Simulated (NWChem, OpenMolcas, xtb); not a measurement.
## AlNH4O2 (SMILES [NH2][Al]([OH])[OH]): the dipole moment, rung by rung

AlNH4O2 has 8 atoms, charge 0, and is taken as a singlet. As SMILES, `[NH2][Al]([OH])[OH]`. Geometry: relaxed at PBE0-D4/def2-TZVP. This is one conformer, not always the lowest.

```xyz
8

N    -0.4534    1.3709    0.1590
Al    0.0219   -0.3143   -0.0152
O     1.5694   -0.8061   -0.5009
O    -1.1401   -1.4961    0.3242
H     0.1328    2.1700   -0.0090
H    -1.3726    1.6620    0.4477
H     2.2870   -0.2138   -0.7127
H    -0.9528   -2.4298    0.2512
```

Quantity: the dipole moment, in D. The values are calculated.

```tsv
level	kind	program	value (D)	CPU time
GFN1-xTB	semi-empirical	xtb	2.47	under 2 s
HF/6-311+G**	Hartree–Fock	OpenMolcas	1.94	19 s
SVWN5/6-311+G**	LDA	NWChem	1.82	23 s
revPBE/6-311+G**	GGA	OpenMolcas	1.74	44 s
TPSS/6-311+G**	meta-GGA	OpenMolcas	1.75	52 s
BHLYP/6-311+G**	global hybrid	OpenMolcas	1.88	39 s
```

The values span 1.74 to 2.47 D. Magnitudes only. Times are those of the runs behind each value, whatever else they computed, on shared processors of several kinds: orders of magnitude only.
